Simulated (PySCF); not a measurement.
## Which determinant of SiSn⁺ lies lowest?

Unrestricted PBE0; basis Si x2c-SVPall, Sn x2c-SVPall; spin-free X2C with a Gaussian nucleus; PySCF 2.14. Outer shells of the fragments: Si 3s2 3p2; Sn+ 4d10 5s2 5p1.

Followed along the bond (rough minima from three points):

```
2Ms+1   unpaired  ⟨S²⟩ at the start  R at minimum (Å)  Te (eV)
    4  σ ↑, π ↑↑               3.75              2.55     0.00
    2  σ ↓, π ↑↑               1.77              2.54     0.35
    2  σ ↑, π ↑↓               1.76              2.55     0.38
    2        π ↑               0.75              2.75     0.48
    2        σ ↑               0.78              2.58     1.00
```

Solutions found at the starting distance of 2.565 Å, counted from the lowest of them; the search is not exhaustive and high or unbound solutions are not listed, so other states can lie among these:

```csv
2Ms+1,unpaired,term,E (eV),⟨S²⟩,⟨Lz²⟩,μ (D)
4,"σ ↑, π ↑↑",⁴Σ⁻,0.00,3.75,0.00,-1.87
2,"σ ↓, π ↑↑",mixed,0.35,1.77,0.00,-1.92
2,"σ ↑, π ↑↓",mixed,0.38,1.76,2.01,-1.96
2,π ↑,²Π,0.61,0.75,1.00,-2.24
2,σ ↑,mixed,1.00,0.78,2.00,-2.20
2,π ↑,²Π,1.64,0.93,1.02,-1.85
4,"σ ↑, π ↑↑",mixed,2.02,3.76,2.01,-3.12
4,π ↑↑↑,⁴Π,2.56,3.76,1.00,-2.42
```

A term symbol is given only where ⟨S²⟩ and ⟨Lz²⟩ are close to those of a pure state; real π, δ and φ orbitals otherwise mix terms. A positive dipole points towards Sn; it is taken about the centre of mass and depends on that origin.

Spin–orbit coupling is left out.
